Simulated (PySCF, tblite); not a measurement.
Compound: C₃H₃ClFNO.
Numbering: `[NH2:1][C:2](=[O:3])/[C:4]([F:5])=[CH:6]\[Cl:7]` (hydrogens: H8, H9 on N1; H10 on C6)

Computed with GFN2-xTB (tblite), gas phase: nudged elastic band of 9 images (0 to 8), spring 0.2 eV/Å², climbing image at the end, force threshold 0.05 eV/Å. The top image wasn't refined or checked by frequencies; at this threshold it can lie a kcal/mol or more above the true saddle point of the method.

Path: rotation about C2–C4 (amide carbonyl carbon, vinylic C–F carbon), followed by the dihedral N1–C2–C4–F5.

Image 0 (start, dihedral 0°):
```
atom  x, y, z in Å
N1     -1.797   -0.055   -0.369
C2     -0.638    0.531    0.000
O3     -0.544    1.700    0.301
C4      0.531   -0.395    0.007
F5      0.253   -1.675   -0.355
C6      1.797   -0.115    0.324
Cl7     2.332    1.418    0.797
H8     -2.630    0.508   -0.397
H9     -1.851   -1.027   -0.615
H10     2.554   -0.886    0.286
```

Image 8 (end, +0.160 eV, dihedral 180°):
```
atom  x, y, z in Å
N1     -1.447    0.440    0.358
C2     -0.724    0.265   -0.768
O3     -1.165    0.454   -1.876
C4      0.696   -0.192   -0.569
F5      1.337   -0.340   -1.743
C6      1.425   -0.472    0.512
Cl7     0.914   -0.386    2.137
H8     -2.401    0.745    0.252
H9     -1.078    0.282    1.280
H10     2.452   -0.790    0.394
```

**Question.** What do the inner images look like?

**Answer.** 
Image 1: +0.030 eV, dihedral 23°
```
atom  x, y, z in Å
N1     -1.798   -0.068   -0.234
C2     -0.608    0.566   -0.155
O3     -0.485    1.768   -0.096
C4      0.560   -0.368   -0.130
F5      0.320   -1.592   -0.667
C6      1.774   -0.137    0.368
Cl7     2.208    1.321    1.112
H8     -2.638    0.483   -0.265
H9     -1.865   -1.069   -0.287
H10     2.541   -0.899    0.332
```

Image 2: +0.101 eV, dihedral 45°
```
atom  x, y, z in Å
N1     -1.763   -0.050   -0.101
C2     -0.588    0.585   -0.296
O3     -0.476    1.774   -0.472
C4      0.588   -0.352   -0.253
F5      0.411   -1.501   -0.949
C6      1.730   -0.175    0.404
Cl7     2.013    1.193    1.373
H8     -2.618    0.480   -0.135
H9     -1.812   -1.044    0.035
H10     2.524   -0.907    0.371
```

Image 3: +0.173 eV, dihedral 67°
```
atom  x, y, z in Å
N1     -1.710   -0.009    0.024
C2     -0.582    0.582   -0.420
O3     -0.516    1.716   -0.820
C4      0.616   -0.342   -0.358
F5      0.547   -1.391   -1.211
C6      1.671   -0.221    0.435
Cl7     1.780    1.037    1.582
H8     -2.576    0.503   -0.006
H9     -1.722   -0.961    0.344
H10     2.501   -0.910    0.407
```

Image 4 (top): +0.210 eV, dihedral 90°
```
atom  x, y, z in Å
N1     -1.642    0.050    0.141
C2     -0.589    0.555   -0.533
O3     -0.603    1.592   -1.144
C4      0.640   -0.333   -0.452
F5      0.724   -1.246   -1.441
C6      1.599   -0.273    0.462
Cl7     1.525    0.844    1.753
H8     -2.518    0.548    0.120
H9     -1.597   -0.823    0.635
H10     2.470   -0.909    0.438
```

Image 5: +0.200 eV, dihedral 113°
```
atom  x, y, z in Å
N1     -1.570    0.119    0.234
C2     -0.609    0.508   -0.629
O3     -0.727    1.412   -1.416
C4      0.657   -0.319   -0.525
F5      0.911   -1.075   -1.610
C6      1.524   -0.326    0.480
Cl7     1.281    0.621    1.883
H8     -2.452    0.606    0.226
H9     -1.444   -0.640    0.880
H10     2.437   -0.901    0.456
```

Image 6: +0.171 eV, dihedral 135°
```
atom  x, y, z in Å
N1     -1.510    0.196    0.298
C2     -0.645    0.440   -0.709
O3     -0.884    1.158   -1.647
C4      0.670   -0.290   -0.571
F5      1.093   -0.860   -1.713
C6      1.461   -0.378    0.495
Cl7     1.088    0.338    2.001
H8     -2.399    0.669    0.289
H9     -1.282   -0.388    1.082
H10     2.416   -0.880    0.452
```

Image 7: +0.160 eV, dihedral 157°
```
atom  x, y, z in Å
N1     -1.484    0.300    0.336
C2     -0.689    0.358   -0.753
O3     -1.032    0.831   -1.809
C4      0.680   -0.243   -0.573
F5      1.232   -0.611   -1.742
C6      1.438   -0.424    0.509
Cl7     1.008   -0.009    2.108
H8     -2.398    0.716    0.271
H9     -1.178   -0.073    1.218
H10     2.431   -0.840    0.410
```

The largest changes of bonds and angles from start to top: C2–C4 1.492 → 1.519 Å, C6–Cl7 1.691 → 1.709 Å, C4–F5 1.359 → 1.349 Å, C4=C6 1.335 → 1.326 Å, C4–C6–Cl7 123.8 → 121.3°, C4–C6–H10 120.4 → 122.8°, F5–C4–C6 117.1 → 119.4°. GFN2-xTB torsional profiles can miss by a kcal/mol or more and can put conformers in the wrong order.

**Question.** What do single points at PBE0/pcSseg-1 (PySCF, no dispersion term) give on some images?

**Answer.** 
```tsv
image	GFN2-xTB E (eV)	DFT E (eV)	HOMO (eV)	LUMO (eV)	dipole (D)
0	0.000	0.000	-7.62	-1.46	3.17
2	0.101	0.142	-7.53	-1.17	3.52
4	0.210	0.246	-7.54	-0.41	3.78
6	0.171	0.156	-7.78	-1.27	3.81
8	0.160	0.092	-7.95	-1.61	3.94
```

Energies count from image 0 at each level. At the GFN2-xTB top the DFT energy is 5.7 kcal/mol against 4.8; the geometries weren't optimised at the DFT level.

What follows is the cost of the whole band run. The run took 6.7 s on one thread, Intel Xeon at 2.50 GHz (x86_64), no GPU, shared host, and the process peaked at 0.18 GiB of memory.
